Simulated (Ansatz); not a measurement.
Reaction (cleavage of the Si–Si bond): `O[SiH2][SiH2]F` + `N[SiH2][AlH2]` → `O[SiH2]N[SiH2][AlH2]` + `F[SiH3]`

Calculated with Ansatz (gas phase, PBE0-D4/def2-TZVP geometries, no zero-point term in ΔE). CBS: MP2 limit from def2 TZ/QZ plus the TZ coupled-cluster correction, frozen cores. This one scheme is used for every species. DFT in def2-TZVPP. One conformer a species, not always the lowest.

```tsv
level	ΔE (kJ/mol)	difference from CCSD(T)/CBS
PBE-D4	-74.5	20.9
ωB97X-V	-89.0	6.4
B2PLYP	-94.7	0.7
PBE	-71.6	23.8
SCS-MP2/def2-TZVPP	-104.8	-9.4
CCSD/def2-TZVPP	-97.2	-1.8
CCSD(T)/def2-TZVPP	-97.3	-1.9
HF/def2-QZVPP	-103.5	-8.1
SCS-MP2/def2-QZVPP	-104.0	-8.6
HF/CBS(def2)	-103.7	-8.3
CCSD(T)/CBS	-95.4	0
```

Largest T1 diagnostic among the species: 0.012.

From PBE to PBE0 (25 % exact exchange), in def2-TZVPP and without D4, ΔE moves by −6.3 kJ/mol. The D4 term adds −4.5 kJ/mol with B3LYP and −2.6 kJ/mol with PBE0; it sums over pairs of atoms, weighted by their polarisabilities, and B3LYP, whose exchange is more repulsive, gets the larger term.

B3LYP here is the variant with VWN-RPA as its local correlation; programs differ in this.
